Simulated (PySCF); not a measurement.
## Calculated data, Al2H3O

Computed with PySCF 2.14.0. Calculation on a computer-drawn molecule: the log of a Hartree-Fock and frozen-core CCSD(T) single point meant for a local Hartree-Fock minimum, with one planted fault or none, to be diagnosed. Offsets are logged minus clean, where the clean run is the same molecule without the fault. The reference is restricted for singlets and unrestricted otherwise, and also for a bond in bohr or an excited solution. Adding or removing an electron swaps singlet and doublet. The excited solution moves the top pair (singlet) or top alpha electron (doublet) to the lowest empty orbital. Highest occupied and lowest empty are orbital energies over both spins, largest force is the largest gradient component, triples share is (T) over the correlation energy, the T1 limit is 0.02 restricted and 0.045 unrestricted, electrons count all cores, a negative frequency is imaginary (commonest isotopes), and the dipole is about the centre of nuclear charge.

Common to all runs: meant charge 1; meant multiplicity 1; meant basis cc-pV(D+d)Z; logged electrons 36; logged basis functions 75; logged SCF converged yes; logged SCF stable within its kind yes; possible faults no fault, one electron removed, one electron added, multiplicity raised by two, geometry at a saddle point, SCF held on an excited solution, minimal basis STO-3G, one bond length entered in bohr, all coordinates scaled.

(1) Al2H3O

Logged structure:
```xyz
6
Al2H3O
Al    -2.6462    -1.4933    -1.1619
O     -1.1510    -1.9604    -0.8011
Al     0.4886    -2.4728    -0.4067
H     -4.0753    -1.0459    -1.5063
H      1.5916    -1.7145    -1.2035
H      0.5525    -3.5959     0.6709
```

| Item | Value |
| --- | --- |
| logged spin squared | 0 |
| logged highest occupied | -15.595 eV |
| logged lowest empty | -4.0617 eV |
| logged largest force | 2.646e-05 hartree/bohr |
| logged lowest frequency | 133.23 cm⁻¹ |
| logged T1 diagnostic | 0.017348 |
| logged D1 diagnostic | 0.039766 |
| logged triples share | 0.020785 |
| logged CC converged | yes |
| logged dipole magnitude | 6.0419 debye |
| logged energy HF | -560.28606 hartree |
| logged energy CCSD(T) | -560.61151 hartree |
| planted fault | no fault |
| HF energy offset from clean run | 0 kcal/mol |
| CCSD(T) energy offset from clean run | 0 kcal/mol |

Drawn bonds:
```
atom  other atom  order
   1           2      1
   2           3      1
   1           4      1
   3           5      1
   3           6      1
```

(2) Al2H3O

Structure as in entry 1.

| Quantity | Value |
| --- | --- |
| logged spin squared | 2.1013 |
| logged highest occupied | -9.0308 eV |
| logged lowest empty | -9.4141 eV |
| logged largest force | 0.1276 hartree/bohr |
| logged dipole magnitude | 7.6186 debye |
| logged energy HF | -560.06474 hartree |
| planted fault | multiplicity raised by two |
| HF energy offset from clean run | 138.9 kcal/mol |

Drawn bonds:
```
atom  other atom  order
   1           2      1
   2           3      1
   1           4      1
   3           5      1
   3           6      1
```

Notes: coupled-cluster numbers left out as unreliable.
